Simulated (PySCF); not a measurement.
UHF on V⁻ (vanadium, charge -1)

Configuration: [Ar] 3d4 4s2, high-spin 5D determinant. Computed with PySCF 2.14 in aug-cc-pVTZ with one added diffuse shell each of s, p, d, f, g type (9s8p6d4f3g, 118 functions), with the non-relativistic Hamiltonian (point nucleus).

- Total energy: -942.879296 hartree
- One-electron energy: -1300.6222 hartree
- Hartree (Coulomb) energy: 402.2063 hartree
- Exchange energy: -44.4634 hartree
- Kinetic energy: 942.84270 hartree
- ⟨S²⟩: 6.7541
- ⟨L²⟩: 6.024
- Sum of ⟨r⟩: 32.55 bohr
- Sum of ⟨r²⟩: 211.0 bohr²
- Traceless quadrupole moment −½Σ⟨3z² − r²⟩ along its main axis: 0.999 e·bohr²
- Density at the nucleus (Gaussians lack the cusp): 8110 bohr⁻³
- Spin density at the nucleus: 1.39 bohr⁻³
- Langevin diamagnetic susceptibility: -167 ×10⁻⁶ cm³/mol

```json
{"shell": "1s α", "electrons": "1", "mean orbital energy (eV)": "-5475.5", "spread (eV)": "0", "rms radius, mean of both spins (bohr)": "0.0776"}
{"shell": "1s β", "electrons": "1", "mean orbital energy (eV)": "-5475.5", "spread (eV)": "0", "rms radius, mean of both spins (bohr)": "0.0776"}
{"shell": "2s α", "electrons": "1", "mean orbital energy (eV)": "-642.29", "spread (eV)": "0", "rms radius, mean of both spins (bohr)": "0.335"}
{"shell": "2s β", "electrons": "1", "mean orbital energy (eV)": "-640.45", "spread (eV)": "0", "rms radius, mean of both spins (bohr)": "0.335"}
{"shell": "2p α", "electrons": "3", "mean orbital energy (eV)": "-537.55", "spread (eV)": "0.042", "rms radius, mean of both spins (bohr)": "0.304"}
{"shell": "2p β", "electrons": "3", "mean orbital energy (eV)": "-535.77", "spread (eV)": "0.545", "rms radius, mean of both spins (bohr)": "0.304"}
{"shell": "3s α", "electrons": "1", "mean orbital energy (eV)": "-82.054", "spread (eV)": "0", "rms radius, mean of both spins (bohr)": "1.03"}
{"shell": "3s β", "electrons": "1", "mean orbital energy (eV)": "-75.256", "spread (eV)": "0", "rms radius, mean of both spins (bohr)": "1.03"}
{"shell": "3p α", "electrons": "3", "mean orbital energy (eV)": "-51.556", "spread (eV)": "1.022", "rms radius, mean of both spins (bohr)": "1.13"}
{"shell": "3p β", "electrons": "3", "mean orbital energy (eV)": "-43.249", "spread (eV)": "1.563", "rms radius, mean of both spins (bohr)": "1.13"}
{"shell": "3d α", "electrons": "4", "mean orbital energy (eV)": "-5.991", "spread (eV)": "1.542", "rms radius, mean of both spins (bohr)": "1.77"}
{"shell": "4s α", "electrons": "1", "mean orbital energy (eV)": "-3.043", "spread (eV)": "0", "rms radius, mean of both spins (bohr)": "9.69"}
{"shell": "4s β", "electrons": "1", "mean orbital energy (eV)": "0.119", "spread (eV)": "0", "rms radius, mean of both spins (bohr)": "9.69"}
```

⟨S²⟩ = 6.75 against 6.00 shows spin contamination. At UHF the highest occupied level has a positive energy, so only the finite basis holds that electron.

Spin-orbit constants ζ (cm⁻¹) from the X2C one-electron operator on these orbitals (non-relativistic here): bare nucleus, nucleus screened by l(l+1)(2l+1)/3 electrons, and screened by the Breit-Pauli mean field of the electrons.

```json
{"shell": "2p", "bare": "39490", "screened nucleus": "36060", "mean field": "n/a"}
{"shell": "3p", "bare": "4294", "screened nucleus": "3921", "mean field": "n/a"}
{"shell": "3d", "bare": "305.8", "screened nucleus": "172.9", "mean field": "n/a"}
```

To first order the Landé constant is A = 43.22 cm⁻¹, so the lowest level has J = 0 and lies 0.0321 eV below the centre of the term. This holds in LS coupling only.
